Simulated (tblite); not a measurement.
Species: C3H11FGeSi2.
Atom-mapped SMILES: `[CH3:1][Ge@@H:2]([F:3])[CH:4]1[SiH2:5][CH2:6][SiH2:7]1` (hydrogens: H8, H9, H10 on C1; H11 on Ge2; H12 on C4; H13, H14 on Si5; H15, H16 on C6; H17, H18 on Si7)

Computed with GFN2-xTB (tblite), gas phase: L-BFGS steps from a force-field or distance-geometry start until the largest atomic force falls under 0.01 eV/Å.

At the end of the run (lengths in Å): C4–Si5 1.927, Ge2–C4 1.965, C4–Si7 1.924, Ge2–F3 1.775, C1–Ge2 1.980, Si5–C6 1.918, C6–Si7 1.916, C1–Ge2–C4 118.0°, Ge2–C4–Si5 115.3°, F3–Ge2–C4 105.3°, C1–Ge2–F3 102.9°, C1–Ge2–C4–Si5 -159°, Ge2–C4–Si5–C6 115°, C4–Si5–C6–Si7 3°, H17–Si7–C4–Ge2 1°, H15–C6–Si7–C4 -123°.

Question: These geometries were met on the way; a selection of coordinates is given. Order them by energy above the end point, lowest first.
A. C4–Si5 1.928, Ge2–C4 1.958, C4–Si7 1.921, Ge2–F3 1.764, C1–Ge2 1.974, Si5–C6 1.919, C6–Si7 1.914, C1–Ge2–C4 112.9°, Ge2–C4–Si5 126.0°, F3–Ge2–C4 107.1°, C1–Ge2–F3 101.7°, C1–Ge2–C4–Si5 -144°, Ge2–C4–Si5–C6 144°, C4–Si5–C6–Si7 -20°, H17–Si7–C4–Ge2 -41°, H15–C6–Si7–C4 -93°
B. C4–Si5 1.846, Ge2–C4 1.920, C4–Si7 1.875, Ge2–F3 1.729, C1–Ge2 1.943, Si5–C6 1.877, C6–Si7 1.875, C1–Ge2–C4 106.4°, Ge2–C4–Si5 118.3°, F3–Ge2–C4 114.5°, C1–Ge2–F3 110.4°, C1–Ge2–C4–Si5 -143°, Ge2–C4–Si5–C6 143°, C4–Si5–C6–Si7 -31°, H17–Si7–C4–Ge2 -38°, H15–C6–Si7–C4 -78°
C. C4–Si5 1.920, Ge2–C4 1.959, C4–Si7 1.920, Ge2–F3 1.779, C1–Ge2 1.980, Si5–C6 1.923, C6–Si7 1.912, C1–Ge2–C4 108.8°, Ge2–C4–Si5 125.1°, F3–Ge2–C4 107.1°, C1–Ge2–F3 108.1°, C1–Ge2–C4–Si5 -143°, Ge2–C4–Si5–C6 146°, C4–Si5–C6–Si7 -24°, H17–Si7–C4–Ge2 -42°, H15–C6–Si7–C4 -86°
D. C4–Si5 1.922, Ge2–C4 1.934, C4–Si7 1.919, Ge2–F3 1.808, C1–Ge2 1.937, Si5–C6 1.914, C6–Si7 1.908, C1–Ge2–C4 107.5°, Ge2–C4–Si5 123.1°, F3–Ge2–C4 107.6°, C1–Ge2–F3 107.5°, C1–Ge2–C4–Si5 -142°, Ge2–C4–Si5–C6 146°, C4–Si5–C6–Si7 -26°, H17–Si7–C4–Ge2 -45°, H15–C6–Si7–C4 -85°
E. C4–Si5 1.911, Ge2–C4 1.916, C4–Si7 1.908, Ge2–F3 1.786, C1–Ge2 1.957, Si5–C6 1.910, C6–Si7 1.898, C1–Ge2–C4 106.5°, Ge2–C4–Si5 119.6°, F3–Ge2–C4 112.0°, C1–Ge2–F3 108.8°, C1–Ge2–C4–Si5 -142°, Ge2–C4–Si5–C6 144°, C4–Si5–C6–Si7 -30°, H17–Si7–C4–Ge2 -40°, H15–C6–Si7–C4 -80°

Answer: A (0.106 eV), C (0.177 eV), D (0.295 eV), E (0.505 eV), B (0.822 eV).

| step | E above end (eV) | rms distance from the end, all atoms (Å) | largest force (eV/Å) | rms shift of all bonds from the end (Å) |
| --- | --- | --- | --- | --- |
| 26 | 0.106 | 0.643 | 0.170 | 0.004 |
| 12 | 0.177 | 0.745 | 0.187 | 0.004 |
| 5 | 0.295 | 0.765 | 0.634 | 0.017 |
| 2 | 0.505 | 0.771 | 0.809 | 0.020 |
| 0 | 0.822 | 0.774 | 2.336 | 0.036 |

Rows stand in the order of the answer.
